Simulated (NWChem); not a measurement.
# C2H4N3 cation; SMILES c1n[nH]c[nH+]1

```xyz
9

C     -1.0467     0.4578     0.0000
N     -0.8800    -0.8317     0.0000
N      0.4462    -0.9992     0.0000
C      1.1061     0.1449     0.0000
N      0.1669     1.0924     0.0000
H     -2.0093     0.9690     0.0000
H      0.8401    -1.9412     0.0000
H      2.1874     0.2842     0.0000
H      0.3334     2.0984     0.0000
```
Atoms are numbered in this order, from 1.

Computed with NWChem. Pople sets run with spherical d functions. The geometry was optimised at PBE0/def2-SVP. GIAO values for the isolated, static molecule; σ is the absolute isotropic shielding, δ = σ(reference) − σ with the isolated reference molecule computed at the same levels (13C: tetramethylsilane, 1H: tetramethylsilane, 15N: ammonia).

```
level                δ N2 (ppm)  δ N3 (ppm)  δ C4 (ppm)  δ N5 (ppm)  δ H6 (ppm)  δ H8 (ppm)  δ H9 (ppm)
-------------------  ----------  ----------  ----------  ----------  ----------  ----------  ----------
KT2/pcSseg-1              316.8       227.2       132.6       186.0        8.65        8.93        9.87
B3LYP/6-311G**       (withheld)  (withheld)  (withheld)  (withheld)  (withheld)  (withheld)  (withheld)
Hartree-Fock/6-31G*       301.6       200.8       143.5       153.9        9.18        9.60        9.68
```

### Question
Fill in the missing entries.

### Answer

- B3LYP/6-311G**, δ N2 (ppm): 347.0
- B3LYP/6-311G**, δ N3 (ppm): 242.8
- B3LYP/6-311G**, δ C4 (ppm): 142.1
- B3LYP/6-311G**, δ N5 (ppm): 199.1
- B3LYP/6-311G**, δ H6 (ppm): 8.74
- B3LYP/6-311G**, δ H8 (ppm): 9.03
- B3LYP/6-311G**, δ H9 (ppm): 9.80
